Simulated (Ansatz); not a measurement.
## A geometry optimisation of FH2SiSn+ with r2SCAN-D4/def2-SVP

The starting geometry of this gas-phase singlet was optimised with GFN2-xTB.

```yaml
atoms:
  - { symbol: F, position_ang: [0.8746, -0.1032, 0.7023] }
  - { symbol: Si, position_ang: [2.0850, 1.2301, -1.4276] }
  - { symbol: Sn, position_ang: [-0.1366, 1.5866, 0.1770] }
  - { symbol: H, position_ang: [3.4767, 1.2609, -0.8602] }
  - { symbol: H, position_ang: [2.2872, 0.0365, -2.3170] }
```

Where would you expect an optimisation with r2SCAN-D4/def2-SVP to take it?

A new bond forms, giving a structure with F1 bridging Si2 and Sn3, given below by its coordinates. Distances that change by over a tenth: F1–Sn3 (2.04 → 2.31 Å). Contacts that close: F1–Si2 (2.79 → 1.75 Å).

The energy falls by 1.18 eV over 10 steps:

```csv
step,E − E(last) (eV)
1,1.181
2,0.847
3,0.548
4,0.231
5,0.188
6,0.153
7,0.066
8,0.004
9,0.000
10,0.000
```

Final geometry (Å):

```json
{"atom": "F", "x (Å)": "1.3566", "y (Å)": "-0.0104", "z (Å)": "0.2349"}
{"atom": "Si", "x (Å)": "2.0236", "y (Å)": "0.9168", "z (Å)": "-1.0968"}
{"atom": "Sn", "x (Å)": "-0.1708", "y (Å)": "1.7094", "z (Å)": "0.0768"}
{"atom": "H", "x (Å)": "3.3659", "y (Å)": "1.3734", "z (Å)": "-0.6604"}
{"atom": "H", "x (Å)": "2.0115", "y (Å)": "0.0218", "z (Å)": "-2.2799"}
```

Frequencies at the end are all real (lowest 218 cm⁻¹). Atoms past krypton carry core potentials, without spin–orbit terms. Run with Ansatz 0.2.0, 54 s on 1 thread of AMD EPYC (Zen 3), on a shared host.
